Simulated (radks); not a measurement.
Values are calculated unless marked as measured or tabulated.
Excited configurations of Ta I: one electron is placed in a higher orbital outside [Xe] 4f14 5d3 6s1. The ground configuration is [Xe] 4f14 5d3 6s2. Level of theory: scalar-relativistic Kohn-Sham, r2SCAN, spin-unpolarised, spherical densities, finite nucleus; meta-GGA in the generalised Kohn-Sham scheme; Fermi nuclear charge, rms radius 5.3507 fm (a radial shooting solver on a logarithmic mesh with Libxc functionals). Excitation = E - E(ground); binding = E(ion) - E, where the ion is the core of charge +1; n* = 1/sqrt(2 binding) in atomic units, and the quantum defect is n - n*.

outer orbital  excitation (eV)  binding (eV)     n*  quantum defect  eigenvalue (eV)  <r> (bohr)
6p                       4.362         4.151  1.810           4.190           -2.051       4.647
6d                       7.070         1.443  3.071           2.929           -0.645       11.10
6f                       7.933         0.580  4.842           1.158           -0.323       30.91
7s                       6.133         2.380  2.391           4.609           -1.419       8.922
7p                       6.870         1.643  2.878           4.122           -0.946       11.94
7f                       8.098         0.415  5.724           1.276           -0.251       46.64

Estimate the row for 7d.

Answer. excitation (eV) 7.639; binding (eV) 0.874; n* 3.945; quantum defect 3.055; eigenvalue (eV) -0.483; <r> (bohr) 21.31. The Delta-SCF ionisation energy is 8.513 eV (NIST Atomic Spectra Database: 7.550 eV, measured). Self-interaction in the functional shifts the binding energies and quantum defects, so they are the method's values and not measured ones. Spin polarisation and multiplet splitting are left out, so open shells lie too high by an amount that depends on their filling. Spin-orbit splitting is averaged out at the scalar-relativistic level.

Beside tabulated values, note that spin-unpolarised runs miss the spin-polarisation part of the exchange energy of open shells.
